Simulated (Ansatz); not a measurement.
System: sum formula GeBr3Cl (charge 0, singlet). SMILES: [Br][Ge]([Br])([Cl])[Br]
Structure (B3LYP-D3(BJ)/def2-TZVP (Ansatz, a first-principles code) minimum search):
```
Ge
Cl 1 2.1437
Br 1 2.2977 2 109.00
Br 1 2.2977 2 109.00 3 -120.00
Br 1 2.2977 2 109.00 4 -120.00
```
Charge 0, spin multiplicity 1.

Wanted: atomisation energy (electronic, to ground-state atoms), in eV. Cores are frozen in the correlated levels unless marked. Open shells are spin-unrestricted. No spin-orbit coupling. The frozen core is the preceding noble-gas configuration, with the filled d and f shells of earlier blocks. Non-relativistic. The coupled-cluster limit lacks core correlation, which all-electron functionals hold. Basis-set limits of correlation are two-point, X^-3; Hartree-Fock from the larger set.

```csv
level,program,atomisation energy (eV)
B3LYP/def2-TZVPD,Ansatz,___
PBE0/6-31G*,Ansatz,12.58
HSE06-D4/def2-TZVPD,Ansatz + dftd4,___
"CCSD(T)/CBS(def2-TZVPPD,def2-QZVPPD)",Ansatz,13.10
```

Q: Complete the blanks.

A: 
- B3LYP/def2-TZVPD, atomisation energy (eV): 12.14
- HSE06-D4/def2-TZVPD, atomisation energy (eV): 13.22
